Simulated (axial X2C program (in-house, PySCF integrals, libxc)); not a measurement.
## Worked dissociation energy of AlGe⁻: HF, scalar-relativistic

Calculated with an in-house relativistic program for diatomic molecules. Spin-free means the one-electron spin-free X2C Hamiltonian. Basis: Ge dyall-av3z [10s10p8d2f], Al dyall-av3z [9s9p3d2f] (cores contracted in-house); Gaussian nuclei, density fitting, unrestricted open shells. Masses: Ge 73.921 u, Al 26.982 u.

Molecular state: M_S = 1, Λ = 0 (beyond evenly filled blocks: π+α, π-α).

* E(Ge-) (2M_S = 3, M_L = 0): -2097.147741 hartree
* E(Al) (2M_S = 1, M_L = 0): -242.317353 hartree
* E(AlGe⁻) at Re: -2339.507137 hartree
* ωe: 327.6 cm⁻¹
* ωexe: 1.23 cm⁻¹

**Question.** Work out De and D0.

**Answer.** De = -2097.147741 + (-242.317353) − (-2339.507137) = 0.04204 hartree = 1.144 eV. The zero-point energy is ωe/2 − ωexe/4 = 164 cm⁻¹ = 0.020 eV, so D0 = 1.124 eV.

Occupations by symmetry block were frozen at the best pattern of an incomplete PBE0 search. De is counted from the lowest determinant-based energies of the atoms at the same level, without counterpoise correction. PBE0 can misorder states that lie within some tenths of an eV, so this need not be the ground state of the molecule. The nearest other spin-free determinant of the search, M_S = 1, Λ = 1, lies 0.11 eV up at the distance of the search. Spin-free De lacks the spin–orbit lowering of the heavy p-block atom, a tenth of an eV or more for 4p and 5p, up to an eV for 6p and one to two eV for 7p atoms, less what an open-shell molecule gains itself. Hartree–Fock gets electron affinities wrong, so its lowest charge split need not be the true one.

Hartree–Fock lacks correlation and underbinds, often by eV.

Each atomic determinant is the lowest at this level and need not be a pure term. Totals compare only within one Hamiltonian and basis.
